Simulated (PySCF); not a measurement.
Worked example: chemical shift, span and skew from a shielding tensor

Be(Me)(OH) (CH₄BeO), SMILES [OH][Be][CH3]. Atoms are numbered in the order given.

```xyz
7

Be    -0.0884    -0.0432     0.0927
C      0.9710     0.5394    -1.0824
H      1.9230     0.0002    -1.0623
H      1.2014     1.5989    -0.9383
H      0.5640     0.4317    -2.0919
O     -0.9227    -0.5918     1.0965
H     -1.7791    -0.3600     1.4439
```
Charge 0, spin multiplicity 1.

Coordinates come from a B3LYP-D3(BJ)/def2-TZVP optimisation. Other conformers were not sampled.

GIAO shieldings from PySCF with KT2/pcSseg-2, non-relativistic, no solvent. The symmetric part of the tensor of C2 has the principal values 202.0, 209.9, 211.5 ppm. The same nucleus in TMS has σ = 184.2 ppm at this level (PySCF, at its B3LYP-D3(BJ)/def2-TZVP geometry).

Work out the isotropic shielding, the ¹³C shift against TMS, the span and the skew.


σ(iso) = (σ11 + σ22 + σ33)/3 = 207.8 ppm. δ = σ(ref) − σ(iso) = 184.2 − (207.8) = -23.6 ppm.
Span Ω = σ33 − σ11 = 9.5 ppm. Skew κ = 3(σ(iso) − σ22)/Ω = -0.66. Tumbling in solution averages the tensor to δ; in a static solid the shielding alone would spread this spin-1/2 line over Ω.
